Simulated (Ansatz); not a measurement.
C₂H₆OSn, SMILES `[CH3][SnH]1[CH2][O]1`, relaxed with RKS PBE0-D4/def2-TZVP in Ansatz 0.2.0 from a PBE-D4/def2-SVP geometry. The force threshold is 0.005 eV/Å; the program also tests the step.

Charge 0, multiplicity 1. Sn: def2 effective core potential.

Start:

```xyz
10

C     1.188    1.141   -0.674
Sn    0.516   -0.927   -0.329
C    -1.279   -0.853    1.250
O    -1.639   -0.064    0.314
H     0.428    1.670   -1.279
H     1.328    1.653    0.297
H     2.153    1.120   -1.218
H    -0.207   -1.371   -1.878
H    -1.679   -1.900    1.324
H    -0.810   -0.467    2.194
```

Q: By how much does the energy fall, and how many steps does the optimiser take? (An estimate is asked.)

A: Computed: 2.04 kcal/mol, in 18 steps, 1 of them rejected.

Q: Which bonds change most? (Estimate.)

A: Computed: Sn2–O4 from 2.409 to 2.163 Å; Sn2–C3 from 2.392 to 2.178 Å; C1–Sn2 from 2.202 to 2.142 Å; Sn2–H8 from 1.766 to 1.716 Å.

Q: Give the relaxed structure. (Best estimate.)

A: Ansatz gave: 
```xyz
10

C     1.185    1.158   -0.676
Sn    0.274   -0.757   -0.372
C    -1.178   -0.909    1.244
O    -1.664   -0.092    0.323
H     0.564    1.737   -1.359
H     1.261    1.674    0.281
H     2.181    1.032   -1.100
H    -0.226   -1.441   -1.864
H    -1.601   -1.916    1.341
H    -0.796   -0.488    2.182
```
